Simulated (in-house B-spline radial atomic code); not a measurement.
Successive ionisation energies of bismuth; each step leads to the configuration of the next row (after the last: [Ne] 3s2 3p1). NIST's values go from ground level to ground level; the uncertainty of those that are theory runs from under 0.1 % in few-electron ions to several per cent in heavy many-electron ones. Computed with a radial B-spline atomic code at the basis-set limit: non-relativistic Hartree-Fock, average of the configuration, point nuclei.

This level leaves out relativity, spin-orbit splitting included, which matters for heavy ions.

```csv
ion,configuration,ionisation energy (eV),tabulated value (eV),tabulated kind,computed minus tabulated (eV),highest orbital,largest mean radius (bohr)
Bi65+,[Ne] 3s2 3p6,7435.1,7580,tabulated theory,-145,3p,0.17916
Bi66+,[Ne] 3s2 3p5,7572.3,7720,tabulated theory,-148,3p,0.17858
Bi67+,[Ne] 3s2 3p4,7710.3,7870,tabulated theory,-160,3p,0.178
Bi68+,[Ne] 3s2 3p3,7849.1,8010,tabulated theory,-161,3p,0.17743
Bi69+,[Ne] 3s2 3p2,7988.8,8780,tabulated theory,-791,3p,0.17686
```
